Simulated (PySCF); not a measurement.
## Selenium: a sound run and one with changed settings

Sound run: Se [Ar] 3d10 4s2 4p4, Se⁺ [Ar] 3d10 4s2 4p3. Calculation: PySCF 2.14, in jorge-DZP-DKH (8s6p2d1f, 43 functions); scalar relativity by spin-free X2C-1e. In the sound run the correlated levels freeze [Ar] 3d10. The sound run starts from symmetry-adapted Hartree-Fock orbitals and uses a fine grid where one is needed.

Changed run: the non-relativistic Hamiltonian (point nucleus). This setting is unsound on purpose.

```csv
species,method,sound run (hartree),changed run (hartree),converged
Se,UHF,-2427.93281,-2393.29783,yes
Se,B3LYP,-2429.72099,-2394.99243,yes
Se,LDA,-2426.09789,-2391.55306,yes
Se,MP2,-2427.96561,-2393.33021,yes
Se,CCSD(T),-2427.97231,-2393.33681,yes
Se⁺,UHF,-2427.62254,-2392.98396,yes
Se⁺,B3LYP,-2429.36472,-2394.63298,yes
Se⁺,LDA,-2425.73904,-2391.19105,yes
Se⁺,MP2,-2427.64960,-2393.01067,yes
Se⁺,CCSD(T),-2427.65543,-2393.01646,yes
```

Ionisation energy of Se:

```csv
method,sound run (eV),changed run (eV)
UHF,8.443,8.541
B3LYP,9.694,9.781
LDA,9.765,9.851
MP2,8.599,8.695
SCS-MP2,8.611,8.708
CCSD,8.620,8.715
CCSD(T),8.623,8.717
```

Most of the change in total energy is the relativistic energy itself. On top of that the contraction fixes the core shape for the Hamiltonian it was made with, so the changed run is not a good calculation with the other Hamiltonian either.

For comparison, NIST gives 9.752 eV between the lowest levels.
